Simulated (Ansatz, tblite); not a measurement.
Adding an electron: the cluster Mg₂S₂⁺ (the lowest doublet isomer of a short search). Total charge 1; doublet. Geometry: PBE0-D4/def2-TZVP. Ansatz, gas phase; energy differences of separate SCF runs; the reduced species is a triplet (the singlet lies 0.39 eV higher at PBE0-D4/def2-TZVP).

```
atom   x (Å)   y (Å)   z (Å)
 Mg1  -0.793   1.591  -0.865
 Mg2   0.334  -1.259   1.486
  S3   1.105   0.444   0.010
  S4  -0.646  -0.776  -0.631
```

The xTB rows come from tblite. The structure comes from a short search, and lower isomers may exist.

```tsv
level	−HOMO (eV)	−LUMO (eV)	vertical EA (eV)	HOMO–LUMO gap (eV)
GFN2-xTB	–	–	11.24	–
PBE-D4/def2-TZVP	9.08	8.40	6.23	0.68
PBE0-D4/def2-TZVP	9.48	7.98	6.42	1.50
```

(1) Estimate the rows for GFN1-xTB, r2SCAN-D4/def2-TZVP.

## Answers

(1) 
| level | −HOMO (eV) | −LUMO (eV) | vertical EA (eV) | HOMO–LUMO gap (eV) |
| --- | --- | --- | --- | --- |
| GFN1-xTB | – | – | 12.05 | – |
| r2SCAN-D4/def2-TZVP | 9.14 | 8.45 | 6.35 | 0.69 |

  HOMO and LUMO are the levels of the spin that leaves or enters (xTB has no such levels and no spin-polarisation term). Other spin states of the ions may lie lower, which would lower the ionisation energy or raise the affinity. Raw xTB energy differences between charge states are shifted by several eV; the methods need an empirical correction for them.
